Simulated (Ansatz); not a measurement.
`[NH2][Al]([F])[Cl]` + H₂S → `[F][Al]([SH])[Cl]` + NH₃ at 600 K and 1 bar (ligand exchange at the Al–N bond).

Program: Ansatz. Geometries: PBE0-D4/def2-TZVP. ΔE: electronic, gas phase. CCSD(T)/CBS adds triple-zeta CCSD(T) − MP2 to the extrapolated MP2 energy (def2 sets, frozen cores). This one scheme is used for every species. Each species was taken in one conformer, which may not be the lowest.

| species | CCSD(T)/CBS energy (Eh) | H − E (kJ/mol) | S (J/(mol·K)) |
| --- | --- | --- | --- |
| `[NH2][Al]([F])[Cl]` | -857.68991 | 124.6 | 381.7 |
| H₂S | -398.97279 | 60.8 | 230.9 |
| `[F][Al]([SH])[Cl]` | -1200.16071 | 80.6 | 387.9 |
| NH₃ | -56.50880 | 112.4 | 219.5 |

H − E and S are ideal-gas, rigid-rotor, harmonic terms from PBE0-D4/def2-TZVP, for one conformer and one mirror image of each species. 1 Eh = 2625.50 kJ/mol, R = 8.31446 J/(mol·K).

Task: By hand: ΔE, ΔH, ΔS and ΔG.

Result: ΔE = (-1200.16071) + (-56.50880) − (-857.68991) − (-398.97279) = -0.00681 Eh = -17.9 kJ/mol. Δ(H − E) = 80.6 + 112.4 − 124.6 − 60.8 = 7.6, so ΔH = -10.3 kJ/mol. ΔS = 387.9 + 219.5 − 381.7 − 230.9 = -5.2 J/(mol·K). ΔG = -10.3 − 600 × (-5.2)/1000 = -7.2 kJ/mol.

Task: By hand: the equilibrium constant, and the temperature at which ΔG would vanish if ΔH and ΔS stayed fixed.

Result: log₁₀ K = −ΔG/(RT ln 10) = 0.6. ΔG = 0 at ΔH/ΔS = 1981 K, though so small a ΔS makes that figure unsure.

The number of gas molecules stays the same, so ΔS is small and ΔH decides. A doubt of 5 kJ/mol in ΔE shifts log₁₀ K by 0.4 here. Other conformers and mirror images would add mixing entropy, several J/(mol·K) or more a flexible species. These are equilibria of isolated gas molecules and say nothing of rates. Largest T1 diagnostic: 0.011 (customary marks: 0.02 for closed shells, 0.045 for open ones).
